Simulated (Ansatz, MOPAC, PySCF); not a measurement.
Complex: HCl (SMILES Cl) (first 2 atoms) with AsH3 (SMILES [AsH3]); geometry from B3LYP-D3(BJ)/def2-TZVP, rigid monomers moved along the line of their centres of mass till H2···As3 is 2.65 Å.
(charge 0, multiplicity 1):
```xyz
6

Cl     1.2079     0.5304     0.6571
H      0.7276     0.2800     1.8236
As    -0.2506    -0.2320     4.2292
H     -0.8242     0.8183     3.2823
H     -0.1504    -1.2673     3.1125
H      1.1778     0.2489     3.9896
```

Interaction energies are E(AB) − E(A) − E(B) at the monomers' geometry in the complex; basis-set methods are counterpoise corrected.

The state that PM3 reach isn't checked.

Programs: Ansatz (Gaussian basis) for Hartree–Fock, density functionals and correlated methods; MOPAC for PM3 (differences of heats of formation); PySCF for the dispersion terms. Each number belongs to the level named beside it.

Task: One of these levels gives -3.5 kJ/mol for the interaction energy. Which one is it?
A. PBE/def2-TZVPPD
B. PM3
C. PBE-D3(BJ)/def2-TZVPPD
D. PBE0-D3(BJ)/def2-TZVPPD

Result: A, PBE/def2-TZVPPD. The others give 7.6 (PM3), -8.2 (PBE-D3(BJ)/def2-TZVPPD), -6.7 (PBE0-D3(BJ)/def2-TZVPPD)

Ansatz is an electronic-structure program.
